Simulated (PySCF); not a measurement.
## Gd²⁺ (gadolinium, charge +2): UHF calculation

Configuration: [Xe] 4f8, high-spin 7F determinant (an excited configuration). All numbers are calculated (PySCF 2.14, the spin-free X2C one-electron Hamiltonian (Gaussian nucleus), in cc-pVDZ-X2C (8s7p5d3f1g, 84 functions)).

| Quantity | Value |
| --- | --- |
| Total energy | -11266.013139 hartree |
| One-electron energy | -15389.8596 hartree |
| Hartree (Coulomb) energy | 4372.5330 hartree |
| Exchange energy | -248.6866 hartree |
| ⟨S²⟩ | 12.0102 |
| ⟨L²⟩ | 12.014 |
| Sum of ⟨r⟩ | 35.31 bohr |
| Sum of ⟨r²⟩ | 38.90 bohr² |
| Traceless quadrupole moment −½Σ⟨3z² − r²⟩ along its main axis | 0.343 e·bohr² |
| Langevin diamagnetic susceptibility | -30.8 ×10⁻⁶ cm³/mol |

```
shell  electrons  mean orbital energy (eV)  spread (eV)  rms radius, mean of both spins (bohr)
 1s α          1                  -50497.9            0                                 0.0249
 1s β          1                  -50497.9            0                                 0.0249
 2s α          1                   -8463.0            0                                  0.101
 2s β          1                   -8462.8            0                                  0.101
 2p α          3                   -7537.9        0.272                                 0.0907
 2p β          3                   -7537.7        0.249                                 0.0907
 3s α          1                   -1932.2            0                                  0.260
 3s β          1                   -1928.4            0                                  0.260
 3p α          3                   -1638.7        1.648                                  0.260
 3p β          3                   -1634.5        0.854                                  0.260
 3d α          5                   -1244.6        1.317                                  0.239
 3d β          5                   -1240.0        0.276                                  0.239
 4s α          1                   -421.18            0                                  0.589
 4s β          1                   -411.09            0                                  0.589
 4p α          3                   -322.25        2.842                                  0.625
 4p β          3                   -311.05        0.721                                  0.625
 4d α          5                   -181.95        2.430                                  0.691
 4d β          5                   -167.35        1.730                                  0.691
 5s α          1                   -71.522            0                                   1.47
 5s β          1                   -67.664            0                                   1.47
 5p α          3                   -44.914        1.296                                   1.71
 5p β          3                   -42.003        0.599                                   1.71
 4f α          7                   -28.244        2.946                                  0.997
 4f β          1                   -20.932            0                                  0.997
```

Spin-orbit coupling, absent here, splits the open shell strongly.

Densities and radii are taken from the X2C orbitals without a picture-change correction, which distorts them close to the nucleus.

Spin-orbit constants ζ (cm⁻¹) from the X2C one-electron operator on these orbitals: bare nucleus, nucleus screened by l(l+1)(2l+1)/3 electrons, and screened by the Breit-Pauli mean field of the electrons.

```tsv
shell	bare	screened nucleus	mean field
2p	3608000	3495000	n/a
3p	747600	724200	n/a
3d	116800	98550	n/a
4p	162100	157100	n/a
4d	21250	17930	n/a
4f	2921	1643	n/a
5p	20900	20250	n/a
```

To first order the Landé constant is A = -273.8 cm⁻¹, so the lowest level has J = 6 and lies 0.306 eV below the centre of the term. This holds in LS coupling only.
